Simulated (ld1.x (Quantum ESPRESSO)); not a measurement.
# nickel, RRKJ: configuration errors across variants

```
Element                 : Ni
Generator               : ld1.x (Quantum ESPRESSO) 7.5
Type                    : norm-conserving RRKJ (Kleinman–Bylander form)
Functional              : PBEsol
Relativity              : scalar-relativistic
Frozen core             : [Ar]
Valence charge          : 10
Reference configuration : 3d8 4s2 4p0
Partial waves           : 4s (bound): rc 1.95 bohr; 3d (bound): rc 1.45 bohr; 4p (bound, empty): rc 2.40 bohr
Local potential         : the p channel
Core correction         : a·sin(br)/r model core, default radius (core density twice the valence density)
rho0                    : 0.005
```

All-electron excitation energies from the reference (eV): (1) 3d8 4s1 4p0 9.337; (2) 3d8 4s0 4p0 26.597; (3) 3d7 4s0 4p0 64.034; (4) 3d7 4s2 4p0 16.150; (5) 3d7 4s2 4p1 10.578; (6) 3d9 4s0 4p0 6.264; (7) 3d8 4s0 4p2 9.542.

A true bound ghost makes a file unfit for plane-wave use even where its test errors are small: the radial tests pick states by their node count and pass the ghost by.

Errors AE − PS in meV (a dash: test not solved or not reliable):

| change | (1) | (2) | (3) | (4) | (5) | (6) | (7) | bound ghosts |
| --- | --- | --- | --- | --- | --- | --- | --- | --- |
| base | -15 | -42 | -464 | -571 | -528 | -369 | -7.0 | s |
| wave 4p (bound): rc 2.40 bohr becomes 4p (bound): rc 1.50 bohr | -5.8 | -37 | -395 | -329 | -189 | -355 | -16 | s |
| wave 4p (bound): rc 2.40 bohr becomes 4p (bound): rc 2.00 bohr | -8.7 | -41 | -476 | -444 | -438 | -378 | -5.7 | s |
| wave 4p (bound): rc 2.40 bohr becomes 4p (bound): rc 2.28 bohr | -14 | -42 | -466 | -544 | -510 | -370 | -6.8 | s |
| wave 4p (bound): rc 2.40 bohr becomes 4p (bound): rc 2.52 bohr | -14 | -42 | -465 | -556 | -517 | -370 | -6.8 | s |
| wave 4p (bound): rc 2.40 bohr becomes 4p (bound): rc 2.72 bohr | -12 | -42 | -470 | -511 | -486 | -372 | -5.4 | s |
| wave 4p (bound): rc 2.40 bohr becomes 4p (bound): rc 2.88 bohr | -11 | -42 | -478 | -485 | -463 | -374 | -2.3 | s |
| wave 4p (bound): rc 2.40 bohr becomes 4p (bound): rc 3.18 bohr | -9.7 | -42 | -490 | -472 | -444 | -377 | +4.1 | s |
| wave 4p (bound): rc 2.40 bohr becomes 4p (bound): rc 3.32 bohr | -9.7 | -43 | -493 | -471 | -440 | -377 | +6.1 | s |
| wave 4p (bound): rc 2.40 bohr becomes 4p (bound): rc 3.62 bohr | -9.6 | -44 | -502 | -470 | -427 | -378 | +14 | s |

(1) Give the same row for: wave 4p (bound): rc 2.40 bohr becomes 4p (bound): rc 1.72 bohr.

Results:

(1) -6.4, -39, -462, -389, -361, -382, -7.4; bound ghosts: s.
